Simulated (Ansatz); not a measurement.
A structure relaxed at PBE0-D4/def2-SVPD in Ansatz, charge -2, singlet:

```xyz
10

B     0.4259    0.4518    0.8499
B     0.3071   -0.9635   -0.2930
B     0.9405    0.5290   -0.7525
B    -0.9410   -0.5288    0.7522
B    -0.7330    0.5111   -0.5569
H     0.9248    0.9813    1.8468
H     0.6678   -2.0926   -0.6368
H     1.8156    1.0216   -1.4528
H    -1.8161   -1.0203    1.4531
H    -1.5916    1.1104   -1.2099
```

Give its formula, name or SMILES and point group.

[closo-B5H5]2- (B5H5²⁻). Point group D3h (tolerance 0.1 Å).

Summarise the bond lengths by kind (pairs closer than 1.2 times the sum of covalent radii, bridged metal pairs left out).

9 × B–B 1.68 to 1.82 Å; 5 × B–H 1.22 to 1.23 Å.

A multiply charged anion in the gas phase is held together partly by the finite basis. Removing one electron lowers the energy by 2.60 eV at PBE0-D4/def2-TZVPD, so it isn't bound. The highest occupied level of the charge -2 singlet lies above zero (up to 4.29 eV). By energy differences it is unbound by 2.60 eV (vertical, against the charge -1 doublet, at PBE0-D4/def2-TZVPD) and held by the finite basis.
